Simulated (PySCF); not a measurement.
# Broadened absorption spectrum of C4H9NOSi2

Compound: C4H9NOSi2.
SMILES: `O=CC#CCN([SiH3])[SiH3]`

Level of theory: PySCF, TDDFT CAM-B3LYP/def2-SVPD, vertical, gas phase, core orbitals frozen in the response. Geometry: GFN2-xTB, one conformer, isolated molecule. Torsions of this conformer, `[O:1]=[CH:2][C:3]#[C:4][CH2:5][N:6]([SiH3:7])[SiH3:8]`: C4–C5–N6–Si7 -81°.

Computed states:

```tsv
state	E (eV)	f
S1	3.91	0.0003
S2	4.79	0.0004
S3	5.66	0.139
S4	5.73	0.034
S5	6.19	0.016
S6	6.69	0.0005
S7	6.94	0.015
S8	7.16	0.057
```

Each state is given a Gaussian of 0.3 eV full width at half maximum, with ε(max) = 2.175×10⁸ f / Δν̃ (Δν̃ the width in cm⁻¹). The width is an assumption, not a result. The curve ends short of the highest state used, and states not computed would add to its high-energy end.

Task: Give the broadened spectrum and its maxima.

Result: 
```tsv
E (eV)	ε (L mol⁻¹ cm⁻¹)
3.46	0
3.60	1
3.73	10
3.87	26
4.00	22
4.14	6
4.27	1
4.41	0
4.54	5
4.67	22
4.81	36
4.94	19
5.08	3
5.21	27
5.35	706
5.48	5136
5.62	14019
5.75	12646
5.89	3874
6.02	1020
6.16	1376
6.29	1046
6.42	289
6.56	64
```

Maxima: 317 nm (3.91 eV), ε about 28, made up of S1 (100%); 259 nm (4.79 eV), ε about 36, made up of S2 (100%); 219 nm (5.67 eV), ε about 15000, made up of S3 (82%) and S4 (18%); 200 nm (6.19 eV), ε about 1400, made up of S5 (100%) (ε in L mol⁻¹ cm⁻¹; maxima over ε = 5, shares over 10%). At its high-energy end, 6.56 eV, the curve is still rising (ε about 64, from S5, S6 and S7).

Task: What would ε be at 5.67 eV, the highest of these maxima, with half the width (0.15 eV)?

Result: About 28400 L mol⁻¹ cm⁻¹ against 15100, a factor of about 1.9; a lone state at its own centre would give exactly 2.

Task: Coming from long wavelengths, where does ε first pass 100 L mol⁻¹ cm⁻¹?

Result: At about 236 nm (5.26 eV), 1.35 eV above S1.

Task: On this curve, what absorbance would a 10⁻⁴ mol/L sample give at 254 nm over a 1 cm path?

Result: 254 nm is 4.881 eV, where ε is about 29 L mol⁻¹ cm⁻¹, so A = ε c l ≈ 0.0029 (Beer–Lambert, with the gas-phase spectrum and the assumed width).
